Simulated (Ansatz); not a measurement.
C2H8BNO, 13 atoms. The species carries charge 0 and has multiplicity 1. The bonds changed during the relaxation, so this is another structure than the one it started from. All runs use 4 threads of an Arm Neoverse V2 on a shared host. Correlated methods freeze the cores.

Q: How many basis functions does each run have, and how long does it take in Ansatz? RKS LC-ωPBE/def2-TZVPP energy; RKS PBE0-D4/def2-TZVP relaxation (13 steps); RKS B2PLYP (frozen core)/def2-TZVPP energy; RKS PBE0-D4/def2-QZVPP energy; RKS PBE0-D4/def2-TZVP frequencies; RKS ωB97M-V/def2-QZVPP energy; RKS HSE06 (plane-wave form)-D4/def2-TZVPP energy; RHF-MP2/def2-QZVPP energy; RKS PBE0-D4/def2-SVP energy; RKS r2SCAN-D4/def2-TZVPP energy and forces; RHF-CCSD(T)/def2-TZVPP energy; direct RPA on PBE orbitals/def2-TZVPP energy. (Estimate.)

A: The calculation gave: Other jobs shared the machine, so times are rough.

```json
{"level": "RKS PBE0-D4/def2-SVP", "job": "energy", "functions": "110", "wall time": "0.85 s", "peak host memory (GiB)": "0.22"}
{"level": "RKS LC-ωPBE/def2-TZVPP", "job": "energy", "functions": "267", "wall time": "2.2 s", "peak host memory (GiB)": "0.46"}
{"level": "RKS HSE06 (plane-wave form)-D4/def2-TZVPP", "job": "energy", "functions": "267", "wall time": "2.7 s", "peak host memory (GiB)": "0.62"}
{"level": "RKS r2SCAN-D4/def2-TZVPP", "job": "energy and forces", "functions": "267", "wall time": "4.3 s", "peak host memory (GiB)": "0.35"}
{"level": "RKS B2PLYP (frozen core)/def2-TZVPP", "job": "energy", "functions": "267", "wall time": "4.9 s", "peak host memory (GiB)": "0.73"}
{"level": "direct RPA on PBE orbitals/def2-TZVPP", "job": "energy", "functions": "267", "wall time": "6 s", "peak host memory (GiB)": "0.73"}
{"level": "RKS PBE0-D4/def2-QZVPP", "job": "energy", "functions": "525", "wall time": "7 s", "peak host memory (GiB)": "1.7"}
{"level": "RKS ωB97M-V/def2-QZVPP", "job": "energy", "functions": "525", "wall time": "17 s", "peak host memory (GiB)": "2.2"}
{"level": "RHF-MP2/def2-QZVPP", "job": "energy", "functions": "525", "wall time": "23 s", "peak host memory (GiB)": "3.9"}
{"level": "RKS PBE0-D4/def2-TZVP", "job": "relaxation (13 steps)", "functions": "203", "wall time": "35 s", "peak host memory (GiB)": "0.48"}
{"level": "RKS PBE0-D4/def2-TZVP", "job": "frequencies", "functions": "203", "wall time": "2.3 min", "peak host memory (GiB)": "0.49"}
{"level": "RHF-CCSD(T)/def2-TZVPP", "job": "energy", "functions": "267", "wall time": "3 min", "peak host memory (GiB)": "7.2"}
```

LC-ωPBE has ω = 0.4 bohr⁻¹.
